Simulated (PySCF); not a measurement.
C$_{3}$H$_{9}$Sb, quintet, at a GFN2-xTB geometry of the parent state (a higher spin typed on purpose: for a closed-shell molecule this is an excited state) (core potentials on Sb); DF-PBE0/def2-SVP in PySCF.

The PySCF input:
```python
from pyscf import gto, scf, dft

mol = gto.Mole()
mol.atom = '''
    Sb   -0.006738    0.007403    0.431424
    C     0.192544   -1.823265   -0.714740
    H     1.117611   -2.323686   -0.452256
    H     0.198144   -1.591922   -1.774437
    H    -0.636971   -2.486204   -0.496815
    C     1.489217    1.049401   -0.743781
    H     2.476040    0.671277   -0.502375
    H     1.458237    2.110237   -0.523020
    H     1.295101    0.897088   -1.800014
    C    -1.646684    0.735326   -0.787370
    H    -2.551984    0.187230   -0.552656
    H    -1.408723    0.601973   -1.837180
    H    -1.814271    1.787682   -0.588540
'''
mol.basis = 'def2-svp'
mol.ecp = {'Sb': 'def2-svp'}
mol.charge = 0
mol.spin = 4
mol.verbose = 4
mol.build()

mf = dft.UKS(mol)
mf.xc = 'pbe0'
mf = mf.density_fit(auxbasis='def2-universal-jkfit')
mf.kernel()
mf.analyze()
```

What the program printed (banner, timings and long lists left out):

```
PySCF version 2.14.0

[INPUT] verbose = 4
[INPUT] num. atoms = 13
[INPUT] num. electrons = 50
[INPUT] charge = 0
[INPUT] spin (= nelec alpha-beta = 2S) = 4
[INPUT] symmetry False subgroup None
[INPUT] Mole.unit = angstrom
[INPUT] Symbol           X                Y                Z      unit          X                Y                Z       unit  Magmom
[...]
nuclear repulsion = 208.352819376166
number of shells = 55
number of NR pGTOs = 196
number of NR cGTOs = 113
basis = def2-svp
ecp = {'Sb': 'def2-svp'}

******** <class 'pyscf.df.df_jk.DFUKS'> ********
method = DFUKS
initial guess = minao
damping factor = 0
level_shift factor = 0
DIIS = <class 'pyscf.scf.diis.CDIIS'>
diis_start_cycle = 1
diis_space = 8
diis_damp = 0
SCF conv_tol = 1e-09
SCF conv_tol_grad = None
SCF max_cycles = 50
direct_scf = False
number electrons alpha = 27  beta = 23
XC library pyscf.dft.libxc version 7.1.2
    S. Lehtola, C. Steigemann, M. J. T. Oliveira, and M. A. L. Marques,  SoftwareX 7, 1–5 (2018)
XC functionals = pbe0
    C. Adamo and V. Barone,  J. Chem. Phys. 110, 6158 (1999)
    M. Ernzerhof and G. E. Scuseria,  J. Chem. Phys. 110, 5029 (1999)
radial grids:
    Treutler-Ahlrichs [JCP 102, 346 (1995); DOI:10.1063/1.469408] (M4) radial grids

becke partition: Becke, JCP 88, 2547 (1988); DOI:10.1063/1.454033
pruning grids: <function nwchem_prune>
grids dens level: 3
symmetrized grids: False
atomic radii adjust function: <function treutler_atomic_radii_adjust>
small_rho_cutoff = 0
Set gradient conv threshold to 3.16228e-05
tot grids = 152584
******** <class 'pyscf.df.df.DF'> ********
auxbasis = def2-universal-jkfit
init E= -334.209733982154

cycle= 1 E= -356.683414541704  delta_E= -22.5  |g|= 2.08  |ddm|= 7.69

cycle= 2 E= -350.78521511616  delta_E=  5.9  |g|= 4.01  |ddm|= 22.1

cycle= 3 E= -359.211077035312  delta_E= -8.43  |g|= 0.395  |ddm|= 19.2

cycle= 4 E= -359.312225252405  delta_E= -0.101  |g|= 0.214  |ddm|= 3.92

cycle= 5 E= -359.337087572264  delta_E= -0.0249  |g|= 0.0967  |ddm|= 0.658

cycle= 6 E= -359.342869784356  delta_E= -0.00578  |g|= 0.0217  |ddm|= 0.331

cycle= 7 E= -359.343234299388  delta_E= -0.000365  |g|= 0.012  |ddm|= 0.112

cycle= 8 E= -359.343348445037  delta_E= -0.000114  |g|= 0.00555  |ddm|= 0.0617

cycle= 9 E= -359.343385481803  delta_E= -3.7e-05  |g|= 0.00251  |ddm|= 0.0384

cycle= 10 E= -359.343396597495  delta_E= -1.11e-05  |g|= 0.00114  |ddm|= 0.0211

cycle= 11 E= -359.343401829866  delta_E= -5.23e-06  |g|= 0.000631  |ddm|= 0.0194

[...]
converged SCF energy = -359.343428227909  <S^2> = 6.0110386  2S+1 = 5.0044135
Total Energy =                        -359.343428227908703
[...]
spin_pop of  3 H 1s        0.01256
spin_pop of  3 H 2s        0.00407
spin_pop of  3 H 2px       0.00048
spin_pop of  3 H 2py       0.00199
spin_pop of  3 H 2pz      -0.00002
spin_pop of  4 H 1s       -0.01201
spin_pop of  4 H 2s        0.01721
spin_pop of  4 H 2px       0.00016
spin_pop of  4 H 2py       0.00026
spin_pop of  4 H 2pz       0.00102
spin_pop of  5 C 1s        0.00000
spin_pop of  5 C 2s        0.03867
spin_pop of  5 C 3s        0.00851
spin_pop of  5 C 2px       0.06034
spin_pop of  5 C 2py       0.03316
spin_pop of  5 C 2pz       0.02687
spin_pop of  5 C 3px       0.01225
spin_pop of  5 C 3py       0.01047
spin_pop of  5 C 3pz       0.01707
spin_pop of  5 C 3dxy      0.00077
spin_pop of  5 C 3dyz      0.00105
spin_pop of  5 C 3dz^2     0.00039
spin_pop of  5 C 3dxz      0.00130
spin_pop of  5 C 3dx2-y2    0.00083
spin_pop of  6 H 1s        0.00511
spin_pop of  6 H 2s        0.01181
spin_pop of  6 H 2px       0.00019
spin_pop of  6 H 2py       0.00018
spin_pop of  6 H 2pz       0.00103
spin_pop of  7 H 1s        0.00451
spin_pop of  7 H 2s        0.01198
spin_pop of  7 H 2px       0.00021
spin_pop of  7 H 2py       0.00018
spin_pop of  7 H 2pz       0.00102
spin_pop of  8 H 1s        0.02664
spin_pop of  8 H 2s        0.00255
spin_pop of  8 H 2px       0.00139
spin_pop of  8 H 2py       0.00095
spin_pop of  8 H 2pz       0.00002
spin_pop of  9 C 1s       -0.00000
spin_pop of  9 C 2s        0.09204
spin_pop of  9 C 3s        0.01478
spin_pop of  9 C 2px       0.32711
spin_pop of  9 C 2py       0.08692
spin_pop of  9 C 2pz       0.16761
spin_pop of  9 C 3px       0.01464
spin_pop of  9 C 3py       0.00821
spin_pop of  9 C 3pz       0.02398
spin_pop of  9 C 3dxy      0.00102
spin_pop of  9 C 3dyz      0.00124
spin_pop of  9 C 3dz^2     0.00028
spin_pop of  9 C 3dxz      0.00262
spin_pop of  9 C 3dx2-y2    0.00085
spin_pop of  10 H 1s       -0.01204
spin_pop of  10 H 2s        0.01756
spin_pop of  10 H 2px       0.00018
spin_pop of  10 H 2py       0.00020
spin_pop of  10 H 2pz       0.00107
spin_pop of  11 H 1s        0.01232
spin_pop of  11 H 2s        0.00424
spin_pop of  11 H 2px       0.00176
spin_pop of  11 H 2py       0.00078
spin_pop of  11 H 2pz      -0.00002
spin_pop of  12 H 1s        0.00710
spin_pop of  12 H 2s        0.01481
spin_pop of  12 H 2px       0.00045
spin_pop of  12 H 2py       0.00016
spin_pop of  12 H 2pz       0.00140
In total            27.00000 | 23.00000
Dipole moment(X, Y, Z, Debye): -1.11859, -0.88608, -2.99368
```
